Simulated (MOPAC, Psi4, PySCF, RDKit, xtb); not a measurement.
Two geometries of SMILES Br[SiH2]N (H₄BrNSi), singlet, relaxed at B3LYP-D3(BJ)/def2-SVP with one dihedral held; other torsions can differ between them too.

Structure A

```
7

N      1.1027     0.1069    -0.1315
Si    -0.5887    -0.1780    -0.0259
Br    -1.6895     1.5379    -0.9799
H      1.7515    -0.6714    -0.1919
H      1.5325     0.9255     0.2873
H     -1.1645    -0.2484     1.3463
H     -0.8690    -1.4375    -0.7618
```

Structure B

```
7

N      1.0864     0.1053    -0.1728
Si    -0.6100    -0.1423     0.0440
Br    -1.0784    -1.9541     1.3162
H      1.7021    -0.7050    -0.1695
H      1.4972     0.8223     0.4223
H     -1.2964    -0.4269    -1.2400
H     -1.1648     1.0728     0.6936
```

**Question.** Which is lower in energy at the level DF-MP2 (frozen core)/cc-pVTZ // B3LYP-D3(BJ)/def2-SVP in Psi4, and by how much?

**Answer.** B is lower, by 0.59 kcal/mol (dihedral H4–N1–Si2–Br3: -150° in A, 30° in B).

E(B) − E(A) in kcal/mol at the other levels, on the same two geometries: MMFF94 // B3LYP-D3(BJ)/def2-SVP (RDKit) -1.67; B3LYP/def2-TZVP // B3LYP-D3(BJ)/def2-SVP (Psi4) -0.54; B3LYP-D3(BJ)/def2-TZVP // B3LYP-D3(BJ)/def2-SVP (Psi4) -0.57; PBE/def2-TZVP // B3LYP-D3(BJ)/def2-SVP (Psi4) -0.84; PBE-D3(BJ)/def2-TZVP // B3LYP-D3(BJ)/def2-SVP (Psi4) -0.86; M06-2X/def2-TZVP // B3LYP-D3(BJ)/def2-SVP (Psi4) -0.45; HF/cc-pVTZ // B3LYP-D3(BJ)/def2-SVP (Psi4) -0.23; UFF // B3LYP-D3(BJ)/def2-SVP (RDKit) -3.92; PM6, restricted, heats of formation // B3LYP-D3(BJ)/def2-SVP (MOPAC) 2.26; AM1, restricted, heats of formation // B3LYP-D3(BJ)/def2-SVP (MOPAC) 1.31; GFN1-xTB // B3LYP-D3(BJ)/def2-SVP (xtb) 2.91; restricted B3LYP/6-31G*, spherical d // B3LYP-D3(BJ)/def2-SVP (PySCF) -0.96; restricted B3LYP/3-21G // B3LYP-D3(BJ)/def2-SVP (PySCF) -0.07; restricted Hartree-Fock/6-31G*, spherical d // B3LYP-D3(BJ)/def2-SVP (PySCF) -0.40.

MMFF94 has few fitted parameters for silicon.
